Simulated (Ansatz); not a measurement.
Consider the formal exchange of groups at a C–C bond: `CC([SiH3])BCl` + SiH₄ → `[SiH3]C([SiH3])BCl` + CH₄.

Calculated with Ansatz (gas phase, PBE0-D4/def2-TZVP geometries, no zero-point term in ΔE). CCSD(T)/CBS adds triple-zeta CCSD(T) − MP2 to the extrapolated MP2 energy (def2 sets, frozen cores). This one scheme is used for every species. Each species was taken in one conformer, which may not be the lowest.

| level | ΔE (kJ/mol) |
| --- | --- |
| CCSD(T)/def2-TZVPP | -71.3 |
| CCSD/CBS(def2) | -72.5 |

(1) What does CCSD(T)/CBS give? (Best estimate.)

Largest T1 diagnostic among the species: 0.012.

Answers

(1) Ansatz gave: -73.6 kJ/mol. The listed levels differ from it by 2.3, 1.1 kJ/mol.

In def2-TZVPP, CCSD(T) changes the Hartree–Fock value by −5.8 kJ/mol (the triples alone add −1.2 kJ/mol) and MP2 by −10.1 kJ/mol. The D4 term adds −4.3 kJ/mol with B3LYP and −2.5 kJ/mol with PBE0; it sums over pairs of atoms, weighted by their polarisabilities, and B3LYP, whose exchange is more repulsive, gets the larger term.

B3LYP here is the variant with VWN-RPA as its local correlation; programs differ in this.
